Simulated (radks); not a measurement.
Problem. Neutral europium, [Xe] 4f7 6s2. Method: non-relativistic Kohn-Sham, PBE, spin-polarised, spherical densities, point nucleus; computed with a radial shooting solver on a logarithmic mesh with Libxc functionals. Every spin shell is full or empty, so the densities are truly spherical. Functionals are evaluated on that one density, not self-consistently. Rank these exchange functionals by their error against the exact value of the orbitals, and give that value: LDA, PBE, PBEsol, RPBE, PW86, WC, AM05, SOGGA, B86b, EV93, revTPSS, SCAN, r2SCAN, Tao-Mo.

Solution. Exact: -230.294 hartree. From best to worst, with 100 (|E| - |E exact|)/|E exact| (equal figures are ties): r2SCAN -0.04, RPBE -0.08, PW86 -0.14, B86b +0.15, SCAN +0.22, PBE -0.24, EV93 -0.27, WC -0.59, Tao-Mo -0.69, revTPSS -0.79, PBEsol -1.89, SOGGA -1.90, AM05 -3.94, LDA -4.20.
